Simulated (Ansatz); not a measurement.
```xyz
7

Cr    0.0000    0.0000    0.0000
F     0.0000    0.0000    1.7200
F     0.0000    0.0000   -1.7200
F     1.7200    0.0000    0.0000
F    -1.7200    0.0000    0.0000
F     0.0000    1.7200    0.0000
F     0.0000   -1.7200    0.0000
```

Basis set: def2-TZVP on F; pcseg-2 on Cr (spherical functions). Charge 0, multiplicity 1.

Computed with Ansatz (development build ahead of 0.2.0); each method stands on the lowest determinant of its kind that the runs found. Restricted functionals stand beside restricted open-shell atoms, which can lie above the unrestricted atoms usual in DFT and then raise those values.

The atomization energy at this shape (free ground-state atoms in the same class of orbitals less the molecule, no zero-point energy) of singlet CrF6:

| method | atomization energy |
| --- | --- |
| ωB97X (unrestricted) | 20.16 eV |
| PBE0 (restricted) | 19.66 eV |
| PBE0 (unrestricted) | 19.30 eV |

Q: What does RHF give?

A: 0.97 eV. Caution: other spin multiplicities were not run. Caution for RHF: in another basis set an unrestricted determinant lies well below.

The shape needn't be a minimum at these levels.
